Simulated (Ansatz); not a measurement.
## Interaction energy ladder

The pair of Li⁺ (SMILES [Li+], atom 1) and AsH3 (SMILES [AsH3], atoms 2–5), both closed shells, in one local arrangement (a lower one may exist), relaxed at PBE0-D4/def2-TZVP:

```xyz
5
angstrom
Li -0.1059 0.0720 -2.4807
As 0.0031 -0.0023 0.0761
H -0.8952 0.9058 0.8685
H -0.3062 -1.2942 0.7795
H 1.3043 0.3187 0.7566
```

Computed with Ansatz 0.2.0 (basis: def2-TZVPPD, with def2-QZVPPD for the basis limit); correlated methods freeze the cores. Filled d shells of the heavier atoms are correlated. The outer core shell of Li, Na, Mg and K is correlated. The def2 sets are not built for correlating such inner shells, so the correlated values are less sure here. B3LYP uses VWN-RPA correlation. Extrapolation: Hartree–Fock as exp(−7.88 √X), correlation as X^−2.97. Interaction energies count from these two fragments, frozen as in the pair, with the counterpoise correction; negative means bound.

(1) What is the interaction energy by CCSD(T) at an estimated basis limit (MP2 extrapolated from triple and quadruple zeta, plus CCSD(T) − MP2 in triple zeta)? (To be estimated.)

(2) Which atoms make the shortest contact between the fragments?

T1 diagnostic: at most 0.011.

Answers

(1) Computed: -23.98 kcal/mol. Hartree–Fock alone gives -25.18 kcal/mol at the basis limit. It counts from the two fragments frozen as in the pair.

The same quantity by other methods in triple zeta, and each one's difference from that estimate:
```tsv
method	E_int (kcal/mol)	difference
PBE-D4	-25.71	-1.73
revPBE-D4	-25.01	-1.03
BLYP-D4	-24.90	-0.92
r2SCAN-D4	-23.73	0.24
B97M-V	-24.14	-0.16
PBE0-D4	-26.01	-2.03
B3LYP-D4	-25.40	-1.43
HSE06-D4	-26.01	-2.03
wB97X-V	-25.61	-1.64
wB97M-V	-24.59	-0.61
B2PLYP	-24.89	-0.91
HF	-24.91	-0.94
MP2	-23.75	0.23
CCSD	-23.86	0.12
CCSD(T)	-23.71	0.27
```
Differences are method less estimate.

(2) Li1 and As2, 2.56 Å apart.

Energy to bend the free fragments (PBE0-D4 minima) into their shapes in the pair, CCSD(T)/def2-TZVPPD: AsH3 1.52 kcal/mol. This must be added to the interaction energy to get the binding energy from relaxed fragments.

Basis-set superposition shift (counterpoise-corrected less uncorrected): CCSD(T) 0.46; MP2 0.47; HF 0.11; PBE0-D4 0.13; wB97M-V 0.16 kcal/mol.

For scale, one of the runs: CCSD(T)/def2-TZVPPD, 127 basis functions, launched by `ansatz run in.yaml --threads 2 --pin off --events-out ev --progress --plain --max-ram 5222MiB`. Hardware: 2 CPU threads, shared host. Wall time 7.5 s; peak host memory 0.6 GiB.
